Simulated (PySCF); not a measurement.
C2H3Cl2FSi, SMILES [SiH2](Cl)/C(=C\Cl)F.

Geometry: B3LYP-D3(BJ)/def2-SVP. The structure was generated by enumeration; whether it is a known compound was not checked. Other conformers were not sampled.

All values below come from B3LYP-D3(BJ)/def2-SVP in PySCF.

Frequencies are harmonic and unscaled.

```
mode  ν (cm⁻¹)  IR (km/mol)    moving atoms (share of kinetic energy)
----  --------  -----------  ----------------------------------------
1           20          0.3                   Cl 71 %, F 13 %, Si 9 %
2          115          0.5                  Cl 52 %, Si 19 %, F 16 %
3          161          4.3          Si 39 %, Cl 32 %, H 13 %, C 10 %
4          247          1.5           C 54 %, F 20 %, Cl 13 %, H 12 %
5          309          9.2           F 51 %, Si 18 %, C 15 %, H 12 %
6          406          1.1           C 40 %, Cl 25 %, H 16 %, F 15 %
7          448          9.7            C 50 %, Cl 19 %, F 18 %, H 8 %
8          544         54.3                  Si 42 %, Cl 32 %, C 16 %
9          583         26.5  Si 33 %, H 26 %, C 14 %, F 14 %, Cl 13 %
10         616         52.2                   H 47 %, C 26 %, Si 24 %
11         718          2.8                                    H 96 %
12         842         27.9                            H 68 %, C 31 %
13         867        215.8                            H 75 %, C 16 %
14         906        102.8                   C 48 %, H 30 %, Cl 10 %
15         948        110.1                                    H 95 %
16        1156        108.9                    C 47 %, H 29 %, F 24 %
17        1262         15.6                            H 51 %, C 43 %
18        1664          8.0                                    C 96 %
19        2267         81.4                                    H 98 %
20        2279         79.3                                    H 96 %
21        3205          5.8                             H 91 %, C 9 %
```
